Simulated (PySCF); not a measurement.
Delta-SCF ions had no search for a lower state. Excitations are Tamm–Dancoff values on a coarser integration grid. The basis has no diffuse functions, so Rydberg states are missing or too high.

# C$_{7}$H$_{12}$BN, SMILES `C1[C@H]([C@@H](CCC1)C#N)B` (charge 0, multiplicity 1)

Method: PySCF 2.14.0 with TPSSh-D3(BJ)/def2-TZVP // PBE0-D3(BJ)/def2-SVP.

```yaml
HOMO: -7.84 eV
dipole_moment: 4.79 D
HOMO–LUMO gap: 5.84 eV
LUMO: -2.00 eV
S1 excitation (TDA): 5.31 eV
S1 oscillator strength: 0.012
T1 excitation (TDA): 4.83 eV
S1–T1 gap (TDA): 0.49 eV
vertical ionisation energy (Delta-SCF): 9.99 eV
total_energy: -9625.18 eV
cost: roughly 40 core-minutes
```

```xyz
21

B      2.4935     0.0293     0.3549
C      1.0418    -0.1092    -0.2132
C      0.4880     1.3307    -0.3144
C     -0.9416     1.3505    -0.8491
C     -1.8678     0.4704    -0.0191
C     -1.3506    -0.9590     0.0729
C      0.0834    -0.9827     0.6205
C      0.5918    -2.3493     0.7153
N      1.0064    -3.4293     0.7643
H      2.7351    -0.1968     1.5193
H      3.3743     0.4539    -0.3562
H      1.0802    -0.5132    -1.2421
H      1.1437     1.9373    -0.9589
H      0.5051     1.8062     0.6840
H     -0.9369     0.9928    -1.8939
H     -1.3168     2.3862    -0.8737
H     -1.9575     0.8909     0.9987
H     -2.8834     0.4732    -0.4450
H     -1.3540    -1.4261    -0.9270
H     -2.0049    -1.5731     0.7107
H      0.0701    -0.5826     1.6517
```
Charge 0, spin multiplicity 1.
